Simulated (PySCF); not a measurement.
CF₆Si, SMILES FC(F)([Si](F)(F)F)F. Atoms are numbered in the order given.

```xyz
8

F      1.0865     0.6273     1.5590
C      0.0000     0.0000     1.0786
F     -1.0865     0.6273     1.5590
F      0.0000    -1.2546     1.5590
Si     0.0000     0.0000    -0.8321
F      0.0000     1.5044    -1.3673
F      1.3029    -0.7522    -1.3673
F     -1.3029    -0.7522    -1.3673
```

Geometry optimised at B3LYP-D3(BJ)/def2-SVP.

The numbers are results of PBE/def2-TZVP (PySCF), not measurements.

Symmetry labels are those of the subgroup Cs that the program uses (full group C3v).

List the valence orbital energies around the gap with their symmetry. (Estimate from the structure and the level; the computed values follow.)


| orbital | symmetry | energy (eV) |
|---|---|---|
| HOMO−7 | A" | -11.62 |
| HOMO−6 | A" | -11.20 |
| HOMO−5 | A' | -11.20 |
| HOMO−4 | A" | -10.76 |
| HOMO−3 | A' | -10.76 |
| HOMO−2 | A" | -10.65 |
| HOMO−1 | A" | -10.24 |
| HOMO | A' | -8.95 |
| LUMO | A' | -0.59 |
| LUMO+1 | A' | -0.58 |
| LUMO+2 | A" | -0.58 |
| LUMO+3 | A' | 1.55 |
